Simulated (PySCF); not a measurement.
Two-component Hartree-Fock for Tl⁵¹⁺ (thallium, charge +51)

Start: [Ar] 3d10 4s2. Calculated with PySCF 2.14 in an even-tempered Gaussian basis (16 s from 7.7 bohr⁻², ratio 2.8; 13 p from 10 bohr⁻², ratio 2.8; 8 d from 18 bohr⁻², ratio 2.8; 4 f from 40 bohr⁻², ratio 3): generalised Hartree-Fock with the X2C-1e Hamiltonian and a Gaussian nucleus; one run each with spin-orbit coupling (SO) switched off, then screened by Boettger's factors.

```csv
spinor shell,electrons,"ε, spin-free (eV)","ε, screened SO (eV)",weight of nominal j (screened SO),"rms radius, screened SO (bohr)"
1s1/2,2,-88847.1,-88813.5,1.000,0.0184
2s1/2,2,-18247.9,-18237.9,1.000,0.0741
2p1/2,2,-16103.7,-17604.2,1.000,0.0627
2p3/2,4,-16103.7,-15524.4,1.000,0.0708
3s1/2,2,-6386.7,-6384.0,1.000,0.187
3p1/2,2,-5754.2,-6106.3,1.000,0.178
3p3/2,4,-5754.2,-5615.9,1.000,0.193
3d3/2,4,-5119.4,-5182.0,1.000,0.168
3d5/2,6,-5119.4,-5076.8,1.000,0.172
4s1/2,2,-3076.5,-3075.9,1.000,0.386
```

```csv
quantity,spin-free,screened SO
E (hartree),-18273.86116,-18307.31503
M_J,0,0
⟨J²⟩,0.000,0.000
⟨L²⟩,0.000,0.093
⟨S²⟩,0.000,0.093
```

Breit and QED terms are absent; they matter most for the inner s and p1/2 levels.

Densities and radii are taken from the X2C orbitals without a picture-change correction, which distorts them close to the nucleus.

Without spin-orbit coupling the j labels of p, d and f shells carry no meaning; the spin-free column gives the mean over the occupied spinors of each nl shell.
